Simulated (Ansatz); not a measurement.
Molecule: dibromo(diethyl)silane, C₄H₁₀Br₂Si, net charge 0, singlet state. SMILES: CC[Si](Br)(Br)CC
Structure (B3LYP-D3(BJ)/def2-TZVP (Ansatz, a quantum-chemistry and plane-wave program) minimum search):
```xyz
17

C     -1.9805    -2.2027     0.8762
C     -1.3052    -1.5578    -0.3401
Si     0.0072    -0.3080     0.1043
Br    -0.9629     1.4133     1.1675
Br     0.9193     0.4528    -1.7993
C      1.3644    -0.9749     1.1976
C      2.0832    -2.1968     0.6133
H     -1.2599    -2.7346     1.5007
H     -2.7384    -2.9232     0.5645
H     -2.4697    -1.4537     1.5004
H     -0.8250    -2.3169    -0.9653
H     -2.0417    -1.0602    -0.9753
H      2.0702    -0.1635     1.3896
H      0.9075    -1.2177     2.1620
H      2.5495    -1.9611    -0.3442
H      1.3945    -3.0282     0.4504
H      2.8661    -2.5475     1.2877
```
Charge 0, spin multiplicity 1.

Quantity: vertical ionisation energy (to the doublet state of charge +1; each state is the SCF solution reached for its spin; for the doublet the Hartree-Fock reference is unstable and T1 is 0.035), in eV. Valence correlation only, unless marked. Open shells are spin-unrestricted. Spin-orbit coupling is left out. The frozen core is the preceding noble-gas configuration, with the filled d and f shells of earlier blocks. Non-relativistic. Basis-set limits of correlation are two-point, X^-3; Hartree-Fock from the larger set.

| level | program | vertical ionisation energy (eV) |
|---|---|---|
| HF/def2-TZVPPD | Ansatz | 9.72 |
| HF/def2-QZVPPD | Ansatz | 9.71 |
| SVWN5/def2-TZVPD | Ansatz | 9.31 |
| PBE/def2-TZVPD | Ansatz | 9.17 |
| r2SCAN/def2-TZVPD | Ansatz | 9.40 |
| B3LYP/def2-TZVPD | Ansatz | 9.62 |
| PBE0/def2-TZVPD | Ansatz | 9.68 |
| BHLYP/def2-TZVPD | Ansatz | 10.06 |
| CAM-B3LYP/def2-TZVPD | Ansatz | 10.04 |
| wB97M-V/def2-TZVPD | Ansatz | 10.11 |
| wB97X-V/def2-TZVPD | Ansatz | 10.20 |
| B2PLYP/def2-TZVPD | Ansatz | 9.81 |
| RI-MP2/def2-TZVPPD | Ansatz | 10.63 |
| RI-MP2/def2-QZVPPD | Ansatz | 10.72 |
| RI-MP2/CBS(def2-TZVPPD,def2-QZVPPD) | Ansatz | 10.80 |
| CCSD/def2-SVPD | Ansatz | 10.21 |
| CCSD(T)/def2-SVPD | Ansatz | 10.06 |
